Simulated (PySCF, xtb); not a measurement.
C2H10N2OSi, SMILES C[C@@H](N)[Si@H](N)O.

The structure is a stationary point at r2SCAN-D4/def2-SVP. The structure was generated by enumeration; whether it is a known compound was not checked. One conformer was computed; it need not be the lowest.

The numbers are results of C-PCM-B3LYP/def2-SVP in PySCF 2.14.0, not measurements.

The values are the electrostatic part of the solvation free energy, E(continuum) − E(gas) at the gas-phase geometry, in a cavity of scaled van der Waals radii (PySCF's table); cavitation and dispersion terms are not included. In vacuum the orbital gap is 7.47 eV. The dipole moment in vacuum is 2.73 D.

```
solvent        ε  ΔG(elec) (kcal/mol)  dipole (D)  gap (eV)
---------  -----  -------------------  ----------  --------
water      78.36                 -7.7        3.47      7.72
1-octanol   9.86                 -6.9        3.38      7.70
toluene     2.37                 -4.3        3.11      7.62
```

For comparison, GFN2-xTB/ALPB(water) (xtb, at the GFN2-xTB geometry, all terms of that model) gives -6.5 kcal/mol.
